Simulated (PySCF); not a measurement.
Isomers of C4H11As.

All values: CAM-B3LYP/def2-SVPD (PySCF) at PBE0-D3(BJ)/def2-SVP geometries, gas phase, one conformer each. Core orbitals are frozen in the response; Δα² is half the sum of the squared differences of the principal polarisabilities. The calculation is non-relativistic, for arsenic too.

Problem. Rank by polarisability anisotropy Δα, lowest first.
A. `[CH3:1][CH2:2][CH2:3][CH2:4][AsH2:5]` with C1–C2–C3–C4 180°, C2–C3–C4–As5 180°, C3–C4–As5–H -46° and 46°
B. `[CH3:1][CH2:2][C@H:3]([CH3:4])[AsH2:5]` with C1–C2–C3–C4 -63°, C2–C3–As5–H -45° and 47°
C. AsMe2Et (`CC[As](C)C`)

Solution. C (2.48 Å³), B (3.22 Å³), A (4.04 Å³).

All values together:

```tsv
SMILES	μ (D)	HOMO (eV)	LUMO (eV)	α (Å³)	Δα (Å³)
CC[C@H](C)[AsH2]	1.13	-8.32	1.03	12.30	3.22
CC(C)C[AsH2]	1.03	-8.36	1.04	12.33	3.42
CC[As](C)C	1.03	-7.74	1.40	12.41	2.48
CCCC[AsH2]	1.11	-8.39	1.07	12.40	4.04
```

Conformers: `[CH3:1][CH2:2][C@H:3]([CH3:4])[AsH2:5]` with C1–C2–C3–C4 -63°, C2–C3–As5–H -45° and 47°; `[CH3:1][CH:2]([CH3:3])[CH2:4][AsH2:5]` with C1–C2–C4–As5 176°, C2–C4–As5–H -162° and -70°; `CC[As](C)C`; `[CH3:1][CH2:2][CH2:3][CH2:4][AsH2:5]` with C1–C2–C3–C4 180°, C2–C3–C4–As5 180°, C3–C4–As5–H -46° and 46°.
